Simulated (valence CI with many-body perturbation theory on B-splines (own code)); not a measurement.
## Ta III in brief

Level of theory: relativistic CI+MBPT: three valence electrons over a frozen Dirac-Fock core [Xe] 4f14, a basis of 9 s, 9 p, 10 d, 8 f, 5 g, 3 h, 1 i functions for each j, with the one-electron correlation potential Σ1 (screened to all orders), the two-electron term Σ2, the three-electron term Σ3, Breit, model QED; selected single and double excitations, second order for the rest, scaled by the run's own slope (own B-spline code, finite nucleus).

No measured levels were compared; by estimate terms of the open shell hold to 2 to 4 % of their energy, and close levels can change places; different configurations can be misplaced against each other by 1,000 to 8,000 cm⁻¹. Core correlation moves these levels by up to 14000 cm⁻¹, and in measured spectra 5 to 20 % of such shifts remained as error; rates that hang on mixing are uncertain with them.

Names give the largest LS component (configuration and term), which can be under half, so a name can repeat, a term be missing and a line seem to break the LS rules; names also repeat where a configuration has a term twice.

Rates and lifetimes use the calculated energies. Strong lines usually hold to 10 to 20 %, long lifetimes can be off by a factor of two.

(1) What is the ground level?

(2) How well does LS coupling describe the low levels?

(3) What are the static dipole polarisabilities of the lowest levels?

(4) Where does the other parity begin?

(5) Name the longest-lived excited levels whose lifetime is computed, and their main decay.

## Answers

(1) 5d3 4F_3/2, composition 87 % 5d3 4F + 9 % 5d3 2D, g = 0.456.

(2) Among the lowest 20 levels the leading LS term, summed over configurations, holds 70 % on average. For single configurations the figures are 66 % in LS and 61 % in jj coupling. Terms mix most in the J = 9/2 level at 12554 cm⁻¹, where the leading one holds 41 %.

(3) 5d3 4F_3/2 13.7 (tensor 0.62); 5d3 4F_5/2 13.4 (tensor 0.50); 5d3 4F_7/2 13.4 (tensor 0.82); 5d2 6s 4F_3/2 22.4 (tensor 2.1) bohr³, of which the core gives 2.52.

(4) At 5d2 6p 4G°_5/2, 49473 cm⁻¹.

(5) 5d3 4F_9/2 at 6726 cm⁻¹ lives 5.49 s, mostly by M1 to 5d3 4F_7/2; 5d2 6s 4F_5/2 at 8727 cm⁻¹ lives 4.30 s, mostly by M1 to 5d2 6s 4F_3/2; 5d3 2P_1/2 at 8428 cm⁻¹ lives 4.00 s, mostly by M1 to 5d3 4F_3/2.
